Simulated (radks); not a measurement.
Values are calculated unless marked as measured or tabulated.
Task: Neutral lithium, [He] 2s1. Level of theory: non-relativistic Kohn-Sham, exchange-only B88, spin-polarised, spherical densities, point nucleus (a radial shooting solver on a logarithmic mesh with Libxc functionals). Every spin shell is full or empty, so the densities are truly spherical. Functionals are evaluated on that one density, not self-consistently. Rank these orbital-free kinetic functionals by their error against the exact value of the orbitals, and give that value: Thomas-Fermi, von Weizsacker, TF + vW/9, LC94, APBEK, revAPBEK, Perdew 92, Thakkar, Pearson, PG1, DePristo-Kress, Ernzerhof.

Result: Exact: 7.42879 hartree. From best to worst, with 100 (|E| - |E exact|)/|E exact| (equal figures are ties): APBEK +0.24, LC94 +0.29, DePristo-Kress -0.30, TF + vW/9 +0.50, Perdew 92 +0.53, Thakkar +0.55, revAPBEK +1.10, von Weizsacker -2.67, Ernzerhof +3.31, Pearson -4.12, Thomas-Fermi -10.31, PG1 +50.07.
